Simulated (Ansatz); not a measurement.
Reaction (formal exchange of groups at the Al–O bond): `[CH3][AlH][O][SiH](F)F` + BH₃ → `[BH2][AlH][CH3]` + `O[SiH](F)F`

Computed with Ansatz on PBE0-D4/def2-TZVP structures; ΔE is electronic, products minus reactants. CCSD(T)/CBS is the MP2 limit (def2-TZVPP, def2-QZVPP) plus CCSD(T) − MP2 in def2-TZVPP, frozen cores. This one scheme is used for every species. DFT in def2-TZVPP. One conformer a species, not always the lowest.

`[CH3][AlH][O][SiH](F)F`:

Cartesian coordinates in Å:
```
C -0.570 -1.443 -1.753
Al -0.191 0.320 -1.044
O 0.203 0.447 0.607
Si 0.576 0.935 2.074
F -0.658 1.683 2.730
F 1.764 1.984 2.026
H 0.340 -1.887 -2.172
H -0.937 -2.126 -0.984
H -1.303 -1.405 -2.563
H -0.195 1.664 -1.874
H 0.972 -0.171 2.954
```

BH₃:

Z-matrix (Å, degrees):
```
B
H 1 1.193
H 1 1.193 2 120.0
H 1 1.193 2 120.0 3 180.0
```

`[BH2][AlH][CH3]`:

Z-matrix (Å, degrees):
```
C
Al 1 1.960
H 1 1.092 2 114.1
H 1 1.096 2 109.7 3 120.9
H 1 1.095 2 110.6 3 -122.2
B 2 2.119 1 123.3 3 -6.9
H 2 1.599 1 117.7 3 173.7
H 6 1.201 2 123.2 1 90.5
H 6 1.201 2 123.0 1 -89.9
```

`O[SiH](F)F`:

```xyz
6

O     0.591    0.033    1.127
Si   -0.326   -0.065   -0.197
F     0.273   -1.102   -1.234
F    -0.376    1.320   -0.964
H     1.514    0.285    1.069
H    -1.675   -0.470    0.199
```

```json
{"level": "ωB97X-V", "ΔE (kJ/mol)": "198.7"}
{"level": "CCSD/def2-TZVPP", "ΔE (kJ/mol)": "203.5"}
{"level": "CCSD(T)/def2-TZVPP", "ΔE (kJ/mol)": "201.7"}
{"level": "CCSD/CBS(def2)", "ΔE (kJ/mol)": "203.8"}
```

Task: What does CCSD(T)/CBS give? (An estimate is asked.)

Result: Ansatz gave: +202.0 kJ/mol. The listed levels differ from it by -3.3, 1.5, -0.3, 1.8 kJ/mol.

Largest T1 diagnostic among the species: 0.012.

The D4 term adds +4.0 kJ/mol with B3LYP and +2.4 kJ/mol with PBE0; it sums over pairs of atoms, weighted by their polarisabilities, and B3LYP, whose exchange is more repulsive, gets the larger term. From PBE to PBE0 (25 % exact exchange), in def2-TZVPP and without D4, ΔE moves by +8.1 kJ/mol. In def2-TZVPP, CCSD(T) changes the Hartree–Fock value by −17.1 kJ/mol (the triples alone add −1.8 kJ/mol) and MP2 by −6.7 kJ/mol.

B3LYP here is the variant with VWN-RPA as its local correlation; programs differ in this.
